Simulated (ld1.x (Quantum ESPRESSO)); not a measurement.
**N (Z = 7): variants of one TM potential**

Base potential:

N, norm-conserving Troullier–Martins (Kleinman–Bylander form), made with ld1.x (Quantum ESPRESSO) 7.5 (PBE, non-relativistic). Core [He], reference 2s2 2p3. Waves: 2s (bound): rc 0.70 bohr; 3d channel at -0.2 Ry: rc 1.45 bohr; 2p (bound): rc 1.35 bohr. Local part: the p channel. Core correction: Bessel-smoothed model core inside 0.60 bohr.

Cutoffs, loose and tight: the cutoffs (Ry, on a coarse ladder) from which the occupation-weighted sum of valence levels, in a spherical-Bessel basis at the reference potential, stays within 10 and 1 mRy of its value at 400 Ry. They do not see the model core or the augmentation charge, which bear on the density cutoff. Test errors are all-electron minus pseudo excitation energies from the reference, over the configurations 2s2 2p2; 2s2 2p1; 2s2 2p0; 2s2 2p2.5; 2s2 2p3.3; 2s1 2p0; 2s1 2p3. A dash means not determined; rows that change the core or the reference have their own tests.

| change | outcome | cutoff, loose | cutoff, tight | bound ghosts | largest test error (meV) |
| --- | --- | --- | --- | --- | --- |
| base | generated | 140 Ry | 300 Ry | none | +805 |
| core correction none | generated | 140 Ry | 300 Ry | none | +923 |
| core correction Bessel-smoothed model core inside 0.34 bohr | generated | 140 Ry | 300 Ry | none | +645 |
| core correction Bessel-smoothed model core inside 0.44 bohr | generated | 140 Ry | 300 Ry | none | +656 |
| core correction Bessel-smoothed model core inside 0.66 bohr | generated | 140 Ry | 300 Ry | none | +860 |
| core correction Bessel-smoothed model core inside 0.84 bohr | generated | 140 Ry | 300 Ry | none | +741 |
